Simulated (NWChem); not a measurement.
System: disilylmethane (CH8Si2); SMILES [SiH3]C[SiH3]

The following NWChem deck was run.

```
start job
memory heap 200 mb stack 900 mb global 1100 mb
geometry units angstroms noautosym nocenter noautoz
  Si    -1.595022     0.001000     0.172322
  C      0.000000     0.000000    -0.828870
  Si     1.595022    -0.001000     0.172322
  H     -2.788222     0.004700    -0.729497
  H     -1.665263    -1.212625     1.043129
  H     -1.661276     1.212201     1.046881
  H      0.000479     0.885498    -1.487984
  H     -0.000479    -0.885498    -1.487984
  H      1.661276    -1.212201     1.046881
  H      1.665263     1.212625     1.043129
  H      2.788222    -0.004700    -0.729497
end
basis spherical
  Si library 6-311g**
  C library 6-311g**
  H library 6-311g**
end
dft
  xc b3lyp
  iterations 150
end
property
  shielding 5 1 2 4 5 7
end
task dft property
```

Output (shortened):

```
             Northwest Computational Chemistry Package (NWChem) 7.3.0
             --------------------------------------------------------

                             Geometry "geometry" -> ""
                             -------------------------

 Output coordinates in angstroms (scale by  1.889725989 to convert to a.u.)

  No.       Tag          Charge          X              Y              Z
 ---- ---------------- ---------- -------------- -------------- --------------
    1 Si                  14.0000    -1.59502200     0.00100000     0.17232200
    2 C                    6.0000     0.00000000     0.00000000    -0.82887000
    3 Si                  14.0000     1.59502200    -0.00100000     0.17232200
    4 H                    1.0000    -2.78822200     0.00470000    -0.72949700
    5 H                    1.0000    -1.66526300    -1.21262500     1.04312900
    6 H                    1.0000    -1.66127600     1.21220100     1.04688100
    7 H                    1.0000     0.00047900     0.88549800    -1.48798400
    8 H                    1.0000    -0.00047900    -0.88549800    -1.48798400
    9 H                    1.0000     1.66127600    -1.21220100     1.04688100
   10 H                    1.0000     1.66526300     1.21262500     1.04312900
   11 H                    1.0000     2.78822200    -0.00470000    -0.72949700

 Effective nuclear repulsion energy (a.u.)     150.3028782148

                              NWChem Property Module
                              ----------------------

  itol2e modified to match energy
  convergence criterion.

                                 NWChem DFT Module
                                 -----------------

 Summary of "ao basis" -> "ao basis" (spherical)
 ------------------------------------------------------------------------------
       Tag                 Description            Shells   Functions and Types
 ---------------- ------------------------------  ------  ---------------------
 Si                         6-311g**                12       26   6s5p1d
 C                          6-311g**                 8       18   4s3p1d
 H                          6-311g**                 4        6   3s1p

  itol2e modified to match energy
  convergence criterion.

[...]

          -----------------------------------------
          Chemical Shielding Tensors (GIAO, in ppm)
          -----------------------------------------

                                NWChem CPHF Module
                                ------------------

  scftype          =     RHF
  nclosed          =       21
  nopen            =        0
  variables        =     2037
  # of vectors     =        3
  tolerance        = 0.10D-03
  level shift      = 0.00D+00
  max iterations   =       50
  max subspace     =       30

 SCF residual:    1.6138665341302176E-004

Iterative solution of linear equations
  No. of variables     2037
  No. of equations        3
  Maximum subspace       30
        Iterations       50
       Convergence  1.0D-04

   iter   nsub   residual    time
   ----  ------  --------  ---------
     1      3    3.11D-01     167.8
     2      6    7.43D-03     181.2
     3      9    2.90D-04     194.5
     4     12    1.39D-05     209.0

      Atom:    1  Si
        Diamagnetic
    884.4535     -0.0035     -2.6273
     -0.0035    877.8336      0.0022
     -2.6273      0.0022    879.4564

        Paramagnetic
   -446.6978     -0.0308    -31.4091
     -0.0308   -500.0617     -0.0245
    -31.4091     -0.0245   -473.9773

        Total Shielding Tensor
    437.7557     -0.0343    -34.0364
     -0.0343    377.7719     -0.0223
    -34.0364     -0.0223    405.4792

           isotropic =     407.0023
          anisotropy =      78.4256

          Principal Components and Axis System
                 1           2           3
              459.2860    383.9491    377.7717

      1         0.8451      0.5346      0.0034
      2        -0.0002     -0.0060      1.0000
      3        -0.5346      0.8451      0.0050

      Atom:    2  C
        Diamagnetic
    260.8476     -0.0100      0.0000
     -0.0100    246.6357      0.0000
      0.0000      0.0000    251.3651

        Paramagnetic
    -72.0391      0.0278     -0.0000
      0.0278    -39.5697      0.0000
     -0.0000      0.0000    -54.5093

        Total Shielding Tensor
    188.8086      0.0178      0.0000
      0.0178    207.0660      0.0000
      0.0000      0.0000    196.8558

           isotropic =     197.5768
          anisotropy =      14.2339

          Principal Components and Axis System
                 1           2           3
              207.0661    196.8558    188.8085

      1         0.0010      0.0000      1.0000
      2         1.0000     -0.0000     -0.0010
      3         0.0000      1.0000     -0.0000

      Atom:    3  H
        Diamagnetic
     35.1582     -0.0279      5.3638
     -0.0279     23.9901     -0.0164
      5.3638     -0.0164     28.1077

        Paramagnetic
     -3.2696      0.0108     -2.9146
      0.0108      0.2039      0.0081
     -2.9146      0.0081     -1.6928

        Total Shielding Tensor
     31.8887     -0.0171      2.4492
     -0.0171     24.1941     -0.0082
      2.4492     -0.0082     26.4149

           isotropic =      27.4992
          anisotropy =       7.9880

          Principal Components and Axis System
                 1           2           3
               32.8246     25.4791     24.1940

      1         0.9341     -0.3569      0.0016
      2        -0.0022     -0.0012      1.0000
      3         0.3569      0.9341      0.0019

      Atom:    4  H
        Diamagnetic
     26.5370      1.7610     -1.9698
      1.7610     31.7221     -6.3807
     -1.9698     -6.3807     28.9167

        Paramagnetic
      0.3572     -0.3342      0.3795
     -0.3342     -3.0720      2.9895
      0.3795      2.9895     -1.3234

[...]
```

Level: B3LYP/6-311G** (spherical d), GIAO. The geometry was optimised at PBE0/def2-SVP. The output numbers the shielded atoms by their place in the input's list. The printed shielding anisotropy is the first printed principal value minus the mean of the other two.
